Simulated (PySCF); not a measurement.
Species: C7H11FO.
SMILES with atom numbers: `[CH3:1][C@@H:2]1[C@H:3]([F:4])[C@:5]12[CH2:6][CH2:7][CH2:8][O:9]2`

Definitions: NICS(0) = −σiso at the ring centroid; NICS(1) = −σiso and NICS(1)zz = −σzz at ±1 Å along the ring normal z. Level: GIAO PBE0/pcSseg-1 (PySCF, non-relativistic, gas phase) on the GFN2-xTB geometry, one conformer.

Rings: 1. C2–C3–C5; 2. C5–C6–C7–C8–O9.

```
set  NICS(0)  NICS(1), two faces  NICS(1)zz, two faces
  P    -35.1         -8.0 / -7.3         -17.5 / -12.6
  Q     -7.2         -2.7 / -3.2           -4.2 / -4.7
```

Q: Which set (ppm) belongs to which ring?

A: P = 1, Q = 2.
- 1 (3-membered carbocycle; formal bonds all single): mean NICS(1)zz -15.0 ppm, shielded. C2, C3, C5 have four or more neighbours, so the value isn't read as a sign of a π ring current.
- 2 (5-membered ring with O; formal bonds all single): mean NICS(1)zz -4.5 ppm, shielded. C5, C6, C7, C8 have four or more neighbours; no verdict on aromaticity is drawn.

Q: How do the rings differ in shape?

A: 
```csv
ring,bond lengths (Å),rms pucker (Å),HOMA,nearest outside atom to a NICS(1) probe (Å)
1,"1.508, 1.500, 1.508",0.00,–,hydrogen 1.40
2,"1.520, 1.529, 1.528, 1.416, 1.410",0.15,–,hydrogen 1.45
```
